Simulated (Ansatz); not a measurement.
The first iterations of a band of CH8BFGeSi (13 atoms, charge 0, multiplicity 1).

These are results of Ansatz, RKS B3LYP-D4/def2-SVP, not measurements.

* movable images: 9
* climbing image: yes
* spring: 5.0 eV/Å²
* optimiser: quadratic models (default)
* start path: IDPP
* force threshold: 0.03 eV/Å
* iteration limit: 10
* end points: relaxed

First end point:

```xyz
13
Properties=species:S:1:pos:R:3
B -0.282 2.037 -0.154
C -1.215 0.846 0.167
Si -0.553 -0.773 -0.555
F -1.659 -1.929 -0.207
Ge 1.520 -1.424 0.439
H 0.638 2.314 0.579
H -0.415 2.672 -1.173
H -2.218 0.937 -0.287
H -1.304 0.638 1.247
H -0.455 -0.687 -2.040
H 1.946 -2.836 -0.011
H 2.622 -0.421 0.032
H 1.395 -1.410 1.977
```

Last end point:

```xyz
13
Properties=species:S:1:pos:R:3
B -0.844 1.720 0.699
C -1.433 0.358 0.263
Si -0.278 -0.553 -0.927
F -0.997 -1.980 -1.285
Ge 1.845 -1.026 0.064
H -0.095 1.791 1.644
H -1.074 2.726 0.072
H -2.381 0.441 -0.297
H -1.549 -0.351 1.102
H -0.139 0.199 -2.206
H 1.656 -1.724 1.427
H 2.704 -1.933 -0.840
H 2.606 0.297 0.299
```

| iteration | highest image above the first end (eV) | largest band force component (eV/Å) |
| --- | --- | --- |
| 1 | 0.157 | 1.262 |
| 2 | 0.082 | 0.343 |

Task: Does the band converge within its limit, and where does its top end?

Result: The forces met the threshold. It ended after 5 iterations with the highest image 0.040 eV above the first end. Another band between the same ends (9 images) ends at a top of the same energy, where a vibrational analysis finds 1 clearly imaginary mode.

The run took 91 s on 2 threads of AMD EPYC 9R45 96-Core Processor (Zen 5) (shared host), peak memory 0.37 GiB.
